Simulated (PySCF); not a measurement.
Geometry (Å), atoms numbered from 1 in this order:
```xyz
22

C     1.7324   -0.6858   -0.1463
C     1.0443    0.3261   -1.0478
P    -0.1857    1.4394   -0.2568
P     1.0217    2.4153    1.3500
S    -1.0904    2.6095   -1.5339
C    -1.3292    0.3459    0.7095
C    -2.0504   -0.6046   -0.2387
C    -2.3024    1.2004    1.5120
H     1.0202   -1.4145    0.2693
H     2.2452   -0.2019    0.6995
H     2.4876   -1.2518   -0.7126
H     0.4913   -0.1569   -1.8701
H     1.7635    1.0059   -1.5330
H     0.0773    3.4756    1.4788
H     1.7931    3.1244    0.3797
H    -0.6823   -0.2238    1.4002
H    -1.3586   -1.2901   -0.7512
H    -2.5966   -0.0340   -1.0058
H    -2.7751   -1.2177    0.3193
H    -3.0192    0.5576    2.0459
H    -2.8638    1.8700    0.8422
H    -1.7890    1.8199    2.2634
```

Geometry: PBE0-D3(BJ)/def2-SVP; GIAO absolute shieldings from PySCF 2.14.0 with density-fitted response routines, gas phase, non-relativistic, averaged over equivalent atoms.

At CAM-B3LYP/pcSseg-1 (227 basis functions, 86 s wall time on 1 thread of an Intel Xeon Platinum 8259CL, shared host):
```json
{"atoms": "C2", "σ (ppm)": "148.3"}
{"atoms": "C6", "σ (ppm)": "151.6"}
{"atoms": "C8", "σ (ppm)": "166.1"}
{"atoms": "C7", "σ (ppm)": "167.7"}
{"atoms": "C1", "σ (ppm)": "172.4"}
{"atoms": "P3", "σ (ppm)": "253.2"}
{"atoms": "P4", "σ (ppm)": "418.8"}
{"atoms": "S5", "σ (ppm)": "679.5"}
{"atoms": "H14/H15", "σ (ppm)": "28.35"}
{"atoms": "H12", "σ (ppm)": "29.54"}
{"atoms": "H16", "σ (ppm)": "29.78"}
{"atoms": "H13", "σ (ppm)": "29.78"}
{"atoms": "H20/H21/H22", "σ (ppm)": "30.27"}
{"atoms": "H17/H18/H19", "σ (ppm)": "30.32"}
{"atoms": "H9/H10/H11", "σ (ppm)": "30.32"}
```

**Question.** What do these become at PBE0/pcSseg-1?

**Answer.** 
| atoms | σ at PBE0/pcSseg-1 | change |
| --- | --- | --- |
| C2 | 150.1 | +1.8 |
| C6 | 152.9 | +1.3 |
| C8 | 167.8 | +1.7 |
| C7 | 169.4 | +1.7 |
| C1 | 173.7 | +1.3 |
| P3 | 270.7 | +17.5 |
| P4 | 436.8 | +18.0 |
| S5 | 677.5 | -2.0 |
| H14/H15 | 28.16 | -0.19 |
| H12 | 29.40 | -0.14 |
| H16 | 29.59 | -0.19 |
| H13 | 29.63 | -0.15 |
| H20/H21/H22 | 30.20 | -0.07 |
| H17/H18/H19 | 30.27 | -0.05 |
| H9/H10/H11 | 30.24 | -0.08 |

The largest change is at P4 (phosphorus bonded to P, 2 H). Cost: 227 basis functions, 89 s wall time on 1 thread of an Intel Xeon Platinum 8259CL, shared host. The order of the carbon signals is the same at both levels.
